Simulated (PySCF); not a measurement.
# State search for PbH

Unrestricted PBE0; H aug-cc-pVDZ, Pb aug-cc-pVDZ-PP with ECP60; scalar-relativistic core potentials (PySCF 2.14). Outer shells of the fragments: H 1s1; Pb 5d10 6s2 6p2.

Followed along the bond (rough minima from three points):

```json
{"2Ms+1": "2", "unpaired": "π ↑", "⟨S²⟩ at the start": "0.75", "R at minimum (Å)": "1.86", "Te (eV)": "0.00"}
{"2Ms+1": "4", "unpaired": "σ ↑, π ↑↑", "⟨S²⟩ at the start": "3.76", "R at minimum (Å)": "none in the scan", "Te (eV)": "≤ 2.15"}
```

Solutions found at the starting distance of 1.715 Å, counted from the lowest of them; the search is not exhaustive and high or unbound solutions are not listed, so other states can lie among these:

```json
{"2Ms+1": "2", "unpaired": "π ↑", "term": "²Π", "E (eV)": "0.00", "⟨S²⟩": "0.75", "⟨Lz²⟩": "1.00", "μ (D)": "0.58"}
{"2Ms+1": "4", "unpaired": "σ ↑, π ↑↑", "term": "⁴Σ⁻", "E (eV)": "2.19", "⟨S²⟩": "3.76", "⟨Lz²⟩": "0.00", "μ (D)": "-0.27"}
{"2Ms+1": "2", "unpaired": "σ ↓, π ↑↑", "term": "mixed", "E (eV)": "2.64", "⟨S²⟩": "1.77", "⟨Lz²⟩": "0.00", "μ (D)": "-0.30"}
{"2Ms+1": "2", "unpaired": "σ ↑, π ↑↓", "term": "mixed", "E (eV)": "2.73", "⟨S²⟩": "1.76", "⟨Lz²⟩": "2.01", "μ (D)": "-0.29"}
{"2Ms+1": "2", "unpaired": "σ ↑", "term": "mixed", "E (eV)": "3.49", "⟨S²⟩": "0.76", "⟨Lz²⟩": "2.00", "μ (D)": "-0.28"}
{"2Ms+1": "2", "unpaired": "σ ↑", "term": "²Σ⁺", "E (eV)": "3.63", "⟨S²⟩": "0.75", "⟨Lz²⟩": "0.00", "μ (D)": "-2.29"}
```

A term symbol is given only where ⟨S²⟩ and ⟨Lz²⟩ are close to those of a pure state; real π, δ and φ orbitals otherwise mix terms. A positive dipole means H(−)Pb(+).

These are scalar-relativistic numbers at best; spin–orbit coupling would shift them, the dissociation energy most. Counting both spins, an empty level lies below a filled one in some of these solutions, because spin and occupation are held.
